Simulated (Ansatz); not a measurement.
Relaxation of H4OSn (6 atoms, charge 0, multiplicity 1), to a largest force component of 0.02 eV/Å in at most 40 steps.

Level of theory: Ansatz 0.2.0, RKS r2SCAN/def2-SVP.

```xyz
6
Properties=species:S:1:pos:R:3
Sn 0.000 0.000 0.000
H 0.000 0.000 1.740
H 1.641 0.000 -0.579
H -0.820 1.420 -0.579
O -0.923 -1.599 -0.653
H -1.378 -2.065 0.120
```

**Question.** Where does it end, and by what steps?

**Answer.** It converged. The force dipped under the threshold on the way, but the program's further checks kept it going. After 10 steps the energy has fallen by 0.100 eV; H6 moved furthest, 0.38 Å.

```csv
step,energy less start (eV),largest force component (eV/Å),accepted
0,0.0000,1.555,yes
1,-0.0719,0.458,yes
2,-0.0871,0.084,yes
3,-0.0881,0.031,yes
4,-0.0854,0.661,no
5,-0.0852,0.518,no
6,-0.0893,0.024,yes
7,-0.0921,0.317,yes
8,-0.0989,0.015,yes
9,-0.0990,0.246,yes
10,-0.1001,0.004,yes
```

```xyz
6
Properties=species:S:1:pos:R:3
Sn 0.049 0.017 0.072
H 0.105 0.076 1.789
H 1.602 -0.011 -0.631
H -0.927 1.289 -0.546
O -0.712 -1.737 -0.502
H -1.595 -1.879 -0.134
```

Whether the end is a true minimum wasn't checked by a vibrational analysis.

Time of the run: 13 s on 1 thread of Intel(R) Xeon(R) 6975P-C (Granite Rapids), on a shared host, peak memory 0.13 GiB.
